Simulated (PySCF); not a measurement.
Al(All)(OH)2 (C₃H₇AlO₂), SMILES C=C[CH2][Al]([OH])[OH]. The structure is a stationary point at PBE-D3(BJ)/def2-SVP. The values are those of a single conformer.

Computed equilibrium geometry at PBE-D3(BJ)/def2-SVP (PySCF confirms it by a frequency run) as Cartesian coordinates in Å (one conformer of several):
```xyz
13

Al     0.0969     0.0040     0.9089
C      0.2274    -1.1346    -0.6958
C     -0.5202    -0.4747    -1.8092
C     -0.0118     0.3725    -2.7293
H     -0.1561    -2.1489    -0.4612
H      1.3112    -1.2300    -0.9284
H     -1.6097    -0.6697    -1.8358
H      1.0661     0.6077    -2.7638
H     -0.6516     0.8422    -3.4916
O     -0.1444     1.7040     0.7707
H     -0.2685     2.0622    -0.1250
O      0.2314    -0.6964     2.4696
H      0.1794    -0.1548     3.2731
```
Charge 0, spin multiplicity 1.
